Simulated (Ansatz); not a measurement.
Species: sum formula InOH, charge 0, multiplicity 1. SMILES: [OH][In]
Coordinates optimised at B3LYP-D3(BJ)/def2-TZVP (Ansatz, an electronic-structure program):
```
O
H 1 0.9615
In 1 2.0369 2 128.11
```
Charge 0, spin multiplicity 1.

Wanted: vertical triplet-singlet gap (E(triplet) - E(singlet); each state is the SCF solution reached for its spin), in kcal/mol. Valence correlation only, unless marked. UHF or UKS for open shells. No spin-orbit coupling. The frozen core is the preceding noble-gas configuration, with the filled d and f shells of earlier blocks. Past Kr the def2 sets carry scalar-relativistic core potentials. CBS marks a two-point X^-3 extrapolation of the correlation energy; Hartree-Fock from the larger set.

```
level                                 program  vertical triplet-singlet gap (kcal/mol)  minus last row
------------------------------------  -------  ---------------------------------------  --------------
HF/def2-TZVPPD                         Ansatz                                     57.9           -15.6
HF/def2-QZVPPD                         Ansatz                                     57.8           -15.7
B2PLYP/def2-TZVPD                      Ansatz                                     79.0             5.5
MP2/def2-QZVPPD                        Ansatz                                     71.3            -2.2
MP2/CBS(def2-TZVPPD,def2-QZVPPD)       Ansatz                                     71.8            -1.7
RI-MP2/def2-TZVPPD                     Ansatz                                     70.7            -2.8
CCSD(T)/CBS(def2-TZVPPD,def2-QZVPPD)   Ansatz                                     73.5             0.0
```
